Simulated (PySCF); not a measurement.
**Dipole response of Ir⁻ (iridium, charge -1)**

[Xe] 4f14 5d8 6s2, high-spin 3F determinant. All numbers are calculated (PySCF 2.14, a scalar-relativistic core potential, in aug-cc-pwCVDZ-PP with ECP60MDF). Coupled (time-dependent) response in atomic units; α is the mean over directions. A double-zeta set is small for polarisabilities.

```
   method  mean α (bohr³)  C₆ (like pair)  S(−4)
BHandHLYP           151.9            2088  16550
```

S(−4) is the Cauchy moment in α(ω) = α(0) + S(−4) ω² + …

Spin-orbit coupling is absent.

α(iu) at BHandHLYP:

| u (hartree) | α(iu) (bohr³) |
| --- | --- |
| 0 | 151.9 |
| 0.0500 | 121.8 |
| 0.100 | 83.07 |
| 0.200 | 43.76 |
| 0.300 | 27.82 |
| 0.500 | 15.65 |
| 0.750 | 10.08 |
| 1.00 | 7.313 |
| 1.50 | 4.430 |
| 2.00 | 2.967 |
| 3.00 | 1.587 |
| 5.00 | 0.6622 |

A single London oscillator, α(iu) = α/(1 + u²/ω²), gives C₆ = (3/4) ω α². Matching the computed C₆ needs ω = 4 × 2088 / (3 × 151.9²) = 0.121 hartree.

For an ion, C₆ is the dispersion term alone; charge-induced terms of lower order in 1/R come first.

Energies and moments cover only the electrons outside the core potential. Spin-orbit coupling, absent here, splits the open shell strongly.
